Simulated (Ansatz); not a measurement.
Z-matrix (Å, degrees):
```
Al
O 1 1.6985
H 2 0.9568 1 125.79
O 1 1.6986 2 125.02 3 0.06
H 4 0.9568 1 125.75 2 0.09
```
Charge 0, spin multiplicity 2.

These are Ansatz (a quantum-chemistry and plane-wave program) with frozen-core CCSD(T)/cc-pVTZ // PBE0-D4/def2-TZVP values and carry that method's errors.

HF energy: -392.96427 Ha
MP2 correlation energy: -0.54436 Ha

### Question
Estimate the CCSD correlation energy, the (T) correction, the total energy and the T1 diagnostic.

### Answer

* **CCSD correlation energy**: -0.54913 Ha
* **(T) correction**: -0.01933 Ha
* **CCSD(T) total energy**: -393.53273 Ha
* **T1 diagnostic**: 0.014
